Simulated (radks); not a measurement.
Problem. The mean radii <r> (bohr) of the occupied orbitals of an atom or ion are listed with their occupations. Method: Dirac Kohn-Sham, PBE, spin-unpolarised, spherical densities, finite nucleus; Fermi nuclear charge, rms radius of each element as measured or else 0.836 A^(1/3) + 0.57 fm; computed with a radial shooting solver on a logarithmic mesh with Libxc functionals.

orbital  occ.      <r>
1s1/2       2  0.04548
2s1/2       2   0.1994
2p1/2       2   0.1715
2p3/2       4   0.1750
3s1/2       2   0.4978

Name the element and its charge. Open shells, if any, fill j = l - 1/2 first.

Solution. Z = 33, arsenic, charge +21: As21+ in [Ne] 3s2. The 1s radius gives Z: for a bare nucleus <r> = (2 gamma + 1)/(2Z) with gamma = sqrt(1 - (Z/c)^2), 0.04456 bohr for Z = 33, and screening makes it slightly larger (0.04548 here). The occupations add up to 12, and the charge is Z minus that.
